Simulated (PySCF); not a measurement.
GeHI3, SMILES [I][GeH]([I])[I].

Geometry: B3LYP-D3(BJ)/def2-SVP. The def2 effective core potentials stand for the cores of I; spin–orbit coupling is left out.

Method: PySCF with PBE0/def2-TZVP.

Symmetry labels are those of the subgroup Cs that the program uses (full group C3v).

Question: List the valence orbital energies around the gap with their symmetry. (The exact figures need the calculation; the answer reports its results.)

Answer: 
| orbital | symmetry | energy (eV) |
|---|---|---|
| HOMO−7 | A" | -10.13 |
| HOMO−6 | A' | -10.13 |
| HOMO−5 | A' | -8.29 |
| HOMO−4 | A" | -8.29 |
| HOMO−3 | A' | -8.08 |
| HOMO−2 | A" | -7.92 |
| HOMO−1 | A' | -7.92 |
| HOMO | A" | -7.71 |
| LUMO | A' | -2.89 |
| LUMO+1 | A" | -0.96 |
| LUMO+2 | A' | -0.96 |
| LUMO+3 | A' | 0.53 |
